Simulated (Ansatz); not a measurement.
C2H6OSSi can be A, `[SiH3]O/C=C\S`, or B, `COC([SiH3])=S`.

Gas-phase electronic energies from Ansatz, PBE0-D4/def2-TZVP geometries. CCSD(T)/CBS adds triple-zeta CCSD(T) − MP2 to the extrapolated MP2 energy (def2 sets, frozen cores). DFT in def2-TZVPP. Each species was taken in one conformer, which may not be the lowest.

Q: Which isomer does CCSD(T)/CBS put lower? Give the gap. (Best estimate.)

A: Ansatz gave: A, by 27.0 kcal/mol.

Q: Give E(B) − E(A) in kcal/mol with ωB97M-V, PBE-D4, MP2/def2-TZVPP, CCSD/def2-TZVPP, CCSD(T)/def2-TZVPP, B2PLYP, PBE0-D4. (Best estimate.)

A: The calculation gave: ωB97M-V 26.5, PBE-D4 21.8, MP2/def2-TZVPP 26.8, CCSD/def2-TZVPP 28.3, CCSD(T)/def2-TZVPP 26.3, B2PLYP 26.4, PBE0-D4 24.9. None reverses the order clearly.

Largest T1 diagnostic: 0.017.

From PBE to PBE0 (25 % exact exchange), in def2-TZVPP and without D4, E(B) − E(A) moves by +3.0 kcal/mol. In def2-TZVPP, CCSD(T) changes the Hartree–Fock value by −6.3 kcal/mol (the triples alone add −2.1 kcal/mol) and MP2 by −5.9 kcal/mol.
